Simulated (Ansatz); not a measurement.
C2H6N2OSi can be A, `NC1=C(O)[SiH2]N1`, or B, `N=CC(=N)O[SiH3]`.

Calculated with Ansatz (gas phase, PBE0-D4/def2-TZVP geometries, no zero-point term in ΔE). CBS: MP2 limit from def2 TZ/QZ plus the TZ coupled-cluster correction, frozen cores. Functionals use def2-TZVPP. Each species was taken in one conformer, which may not be the lowest.

Question: Which isomer does CCSD(T)/CBS put lower? Give the gap. (Estimate.)

Answer: Computed: B, by 75.7 kJ/mol.

Question: Give E(B) − E(A) in kJ/mol with r2SCAN-D4, CCSD/def2-TZVPP, PBE0-D4, B2PLYP, ωB97M-V, HF/def2-TZVPP, MP2/def2-TZVPP. (Estimate.)

Answer: The calculation gave: r2SCAN-D4 -68.6, CCSD/def2-TZVPP -86.5, PBE0-D4 -48.8, B2PLYP -86.1, ωB97M-V -70.8, HF/def2-TZVPP -108.4, MP2/def2-TZVPP -72.1. None reverses the order clearly.

Largest T1 diagnostic: 0.014.

From PBE to PBE0 (25 % exact exchange), in def2-TZVPP and without D4, E(B) − E(A) moves by +8.5 kJ/mol. In def2-TZVPP, CCSD(T) changes the Hartree–Fock value by +21.1 kJ/mol (the triples alone add −0.8 kJ/mol) and MP2 by +36.3 kJ/mol.
